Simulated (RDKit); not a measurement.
Input file for RDKit: MMFF94 on C2H10Si (a complex), monomers drawn apart or pushed together.

```python
from rdkit import Chem
from rdkit.Chem import AllChem, rdDetermineBonds

blocks = [
'''5

Si   -0.01941855    0.30518365    0.28513973
H    -1.49070414    0.40063928    0.41075647
H     0.43566956   -1.01323627    0.77953210
H     0.61669308    1.37665619    1.08327955
H     0.36471552    0.45689561   -1.13688620
''',
'''8

C    -0.70419009   -0.49592177    6.93949827
C     0.77587436   -0.65564712    7.27314792
H    -1.04554082   -1.27952542    6.26017545
H    -0.90261210    0.46571908    6.46208033
H    -1.32236575   -0.54910840    7.83778723
H     0.97278783   -1.61663466    7.75233529
H     1.11592361    0.12815674    7.95277261
H     1.39363193   -0.60310905    6.37487128
''',
]
mol = None
for b in blocks:
    f = Chem.MolFromXYZBlock(b)
    rdDetermineBonds.DetermineBonds(f, charge=0)
    mol = f if mol is None else Chem.CombineMols(mol, f)
Chem.SanitizeMol(mol)
print(Chem.MolToSmiles(Chem.RemoveHs(mol)))
ff = AllChem.MMFFGetMoleculeForceField(mol, AllChem.MMFFGetMoleculeProperties(mol), nonBondedThresh=100.0, ignoreInterfragInteractions=False)
e = ff.CalcEnergy()
print(f'MMFF94 energy {e:.6f} kcal/mol')
```

Program output:

```
CC.[SiH4]
MMFF94 energy -4.544009 kcal/mol
```

The run finished.

Cost: about 0.020 core-seconds (a rough figure).
